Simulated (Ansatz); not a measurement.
Program: Ansatz. Geometries: PBE0-D4/def2-TZVP. ΔE: electronic, gas phase. CBS: MP2 limit from def2 TZ/QZ plus the TZ coupled-cluster correction, frozen cores. This one scheme is used for every species. One conformer a species, not always the lowest.

`C[SiH](F)BS` + `[SiH3]Cl` → `C[SiH](F)[SiH2]Cl` + `BS`  (formal exchange of groups at the Si–B bond)

`C[SiH](F)BS`:

```xyz
11

C    -1.382    0.525   -0.365
Si   -0.251   -0.340    0.837
F    -0.454    0.338    2.284
B     1.690   -0.269    0.330
S     2.262   -0.163   -1.334
H    -1.362    0.030   -1.340
H    -1.095    1.570   -0.506
H    -2.412    0.498   -0.004
H    -0.667   -1.767    0.967
H     2.579   -0.332    1.126
H     1.091   -0.090   -1.995
```

`[SiH3]Cl`:

```xyz
5

Si    0.088   -0.092    0.017
Cl   -1.311    1.386   -0.257
H    -0.511   -1.387   -0.383
H     0.469   -0.120    1.448
H     1.266    0.213   -0.825
```

`C[SiH](F)[SiH2]Cl`:

Z-matrix (Å, degrees):
```
C
Si 1 1.856
H 1 1.093 2 109.7
H 1 1.093 2 110.7 3 -119.5
H 1 1.092 2 111.3 3 119.7
F 2 1.610 1 109.5 3 -179.0
Si 2 2.348 1 111.3 3 -59.1
H 2 1.487 1 110.9 3 62.8
Cl 7 2.071 2 105.5 1 57.9
H 7 1.485 2 113.7 1 175.8
H 7 1.486 2 113.0 1 -59.4
```

`BS`:

Z-matrix (Å, degrees):
```
B
S 1 1.765
H 1 1.192 2 115.8
H 1 1.190 2 121.4 3 -180.0
H 2 1.344 1 99.2 3 180.0
```

| species | HF/CBS(def2) energy (Eh) |
| --- | --- |
| `C[SiH](F)BS` | -852.16668 |
| `[SiH3]Cl` | -750.27352 |
| `C[SiH](F)[SiH2]Cl` | -1178.43343 |
| `BS` | -424.01035 |

(1) Work out ΔE.

(2) What do rigid-rotor, harmonic-oscillator terms from PBE0-D4/def2-TZVP frequencies (298.15 K, 1 bar) make of the CCSD(T)/CBS value? (Best estimate.)

Largest T1 diagnostic among the species: 0.015.

Answers

(1) ΔE = (-1178.43343) + (-424.01035) − (-852.16668) − (-750.27352) = -0.00358 Eh = -0.10 eV. CCSD(T)/CBS gives -0.08 eV.

(2) Computed: ΔZPE = +0.01 eV, ΔH = -0.07 eV, ΔS = 6 J/(mol·K), ΔG = -0.09 eV. Modes under 50 cm⁻¹ make the entropy rough.

Leaving LDA and LC-ωPBE aside and taking each functional with its dispersion term where it has one, the values, not all of them listed here, spread over 0.05 eV, from PBE-D4 to ωB97M-V. At CCSD(T), def2-SVP lies +0.06 eV from the extrapolated value and def2-TZVPP +0.01 eV.
